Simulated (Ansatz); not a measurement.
This geometry of C2H11NSSi2 (17 atoms, charge 0, multiplicity 1) is a first-order saddle point.

The calculation used Ansatz, RHF/STO-3G.

```xyz
17
Properties=species:S:1:pos:R:3
C -0.138 -2.447 -0.562
S -0.868 -1.071 -1.462
Si -0.144 0.577 -0.329
C 1.720 0.673 -0.446
N -0.810 1.988 -1.137
Si -0.753 0.507 1.851
H 0.948 -2.415 -0.553
H -0.479 -2.503 0.470
H -0.432 -3.371 -1.050
H 2.086 1.579 0.021
H 2.201 -0.163 0.047
H 2.049 0.682 -1.477
H -1.524 1.775 -1.838
H -1.211 2.698 -0.521
H -0.421 1.732 2.496
H -2.155 0.306 1.990
H -0.088 -0.546 2.540
```

(1) Which two structures does it join? (They come from a converged band through this point; their orientation in space is the band's.)

(2) How far does it lie above each of them?

Results:

(1) No bond is made or broken. The dihedral S2–Si3–N5–H14 goes from 61 to -171°.

Initial state:

```xyz
17
Properties=species:S:1:pos:R:3
C -0.069 -2.467 -0.448
S -1.000 -1.161 -1.263
Si -0.228 0.560 -0.266
C 1.603 0.718 -0.606
N -0.983 1.978 -0.969
Si -0.652 0.574 1.954
H 1.003 -2.383 -0.609
H -0.243 -2.503 0.624
H -0.383 -3.421 -0.859
H 1.980 1.655 -0.218
H 2.171 -0.079 -0.145
H 1.812 0.696 -1.668
H -0.790 2.098 -1.968
H -2.003 2.001 -0.874
H -0.058 1.711 2.569
H -2.053 0.611 2.202
H -0.127 -0.589 2.585
```

Final state:

```xyz
17
Properties=species:S:1:pos:R:3
C -0.386 -2.474 -0.423
S -0.890 -1.113 -1.488
Si -0.117 0.540 -0.398
C 1.738 0.664 -0.588
N -0.783 1.937 -1.226
Si -0.645 0.471 1.806
H 0.691 -2.524 -0.283
H -0.848 -2.433 0.561
H -0.696 -3.405 -0.886
H 2.123 1.546 -0.093
H 2.243 -0.193 -0.161
H 2.018 0.725 -1.631
H -1.799 2.031 -1.149
H -0.388 2.830 -0.916
H -0.421 1.745 2.402
H -2.012 0.131 2.010
H 0.153 -0.479 2.502
```

(2) 0.101 eV above the first and 0.038 eV above the second. This is the barrier of this one path; another mechanism may lie lower. Limits of this set-up: minimal basis.

Time of the run: 2.1 min on 1 thread of Arm Neoverse V1 (shared host), peak memory 0.13 GiB.
